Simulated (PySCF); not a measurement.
Sb(Br)2(OH) (Br₂HOSb), SMILES [OH][Sb]([Br])[Br].

Coordinates come from a PBE0-D3(BJ)/def2-SVP optimisation. The structure was generated by enumeration; whether it is a known compound was not checked. The def2 effective core potentials stand for the cores of Sb; spin–orbit coupling is left out. One conformer was computed; it need not be the lowest.

Two levels are set side by side: TDDFT-PBE/def2-SVPD (PySCF) and TDDFT-PBE0/def2-SVPD (PySCF). Vertical, same geometry. The lowest singlet is HOMO→LUMO 63 %, HOMO−2→LUMO 30 % with PBE and HOMO−1→LUMO 77 %, HOMO→LUMO+1 20 % with the other functional; states are paired by order. Differences are taken from unrounded values.

```json
[
 {"quantity": "lowest singlet excitation (eV)", "TDDFT-PBE0": "4.96"},
 {"quantity": "lowest triplet excitation (TDA) (eV)", "TDDFT-PBE0": "4.21"}
]
```

Question: What does TDDFT-PBE give, and how far is it from TDDFT-PBE0? (Estimate from the structure and the level; the computed values follow.)

Answer: 
```csv
quantity,TDDFT-PBE,TDDFT-PBE minus TDDFT-PBE0
lowest singlet excitation (eV),4.44,-0.52
lowest triplet excitation (TDA) (eV),4.02,-0.19
```

A lower first singlet is the usual sign of a functional without exact exchange. Differences between two approximate levels are no errors against the true value.

Rough cost on one machine, each run with all the roots and properties that it gave: TDDFT-PBE0 against TDDFT-PBE about 4 times.
